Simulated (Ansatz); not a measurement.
Ideal-gas functions of CH₃FGeO (`F[CH]1[O][GeH2]1`) at 500 K and 1 bar, from an Ansatz frequency run at PBE0-D4/def2-TZVP.

Molar mass 122.64 g/mol, point group C1 (symmetry number 1), electronic degeneracy 1, moments of inertia 39.176, 156.757, 178.058 u Å². Harmonic wavenumbers (cm⁻¹, unscaled): 237, 389, 411, 550, 598, 643, 682, 840, 1065, 1147, 1182, 1353, 2183, 2212, 3099.

Use S(trans) = R[1.5 ln M + 2.5 ln T − 1.1517]; rotational temperatures θ = 24.2544 K / I; S(rot) = R[ln(√π/σ · √(T³/θAθBθC)) + 1.5]; for each mode x = 1.438777 ν̃/T, S = R[x/(eˣ − 1) − ln(1 − e⁻ˣ)] and H = RT x/(eˣ − 1); 1 cm⁻¹ = 0.0119627 kJ/mol; R = 8.31446 J/(mol·K).

Q: By hand: the entropy, in J/(mol·K).

A: Translation 179.6. Rotation: θ = 0.6191, 0.1547, 0.1362 K, giving 112.8. Vibration, mode by mode: 11.66, 7.80, 7.39, 5.31, 4.76, 4.29, 3.93, 2.74, 1.64, 1.36, 1.26, 0.84, 0.11, 0.11, 0.01, in all 53.2. Electronic 0.0. Sum 345.6 J/(mol·K).

Q: By hand: H − E and G − E in kJ/mol, counted from the electronic energy.

A: Zero-point energy ½ × 16591 × 0.0119627 = 99.2; thermal vibration 16.4; translation, rotation and pV give 4 RT = 16.6. H − E = 132.2 kJ/mol, and G − E = 132.2 − 500 × 345.6/1000 = -40.6 kJ/mol.

Vibration gives 15 % of the entropy. The sum counts one conformer and one mirror image; others add a mixing term.
